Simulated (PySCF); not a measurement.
## Highest orbital energy against ionisation energy along group 15

Calculated with PySCF 2.14, no spin-orbit coupling. Each cell gives −ε(HOMO) / ΔSCF in eV; NIST values include spin-orbit coupling, (s) semi-empirical, (t) theoretical.

```csv
species,UHF,LDA,PBE,PBE0,r2SCAN,NIST (lowest levels)
"N(2+) (aug-cc-pVDZ, non-relativistic)",47.975 / 47.313,38.592 / 47.865,38.881 / 48.067,41.276 / 48.041,39.763 / 48.213,47.445 (s)
"P(2+) (aug-cc-pV(D+d)Z, non-relativistic)",29.943 / 29.580,24.804 / 30.216,24.966 / 30.276,26.368 / 30.288,25.382 / 30.368,30.203
"As(2+) (aug-cc-pVDZ-PP with ECP10MDF, ECP)",27.764 / 27.449,23.101 / 28.111,23.111 / 27.976,24.445 / 28.028,23.593 / 28.241,28.349 ± 0.012
"Sb(2+) (aug-cc-pVDZ-PP with ECP28MDF, ECP)",24.382 / 24.106,20.544 / 24.896,20.479 / 24.695,21.630 / 24.725,20.854 / 24.859,25.323
"Bi(2+) (aug-cc-pVDZ-PP with ECP60MDF, ECP)",23.265 / 23.004,19.678 / 23.843,19.564 / 23.606,20.665 / 23.630,19.898 / 23.693,25.571
```

Task: How far is −ε(HOMO) from ΔSCF on average for each method, and why?

Result: UHF 0.38 eV; LDA -5.64 eV; PBE -5.52 eV; PBE0 -4.07 eV; r2SCAN -5.18 eV. Hartree-Fock orbital energies lack relaxation and so exceed the ΔSCF value; semilocal functionals have convex E(N) from self-interaction, so their HOMO lies far too high; exact exchange moves hybrids part of the way back.
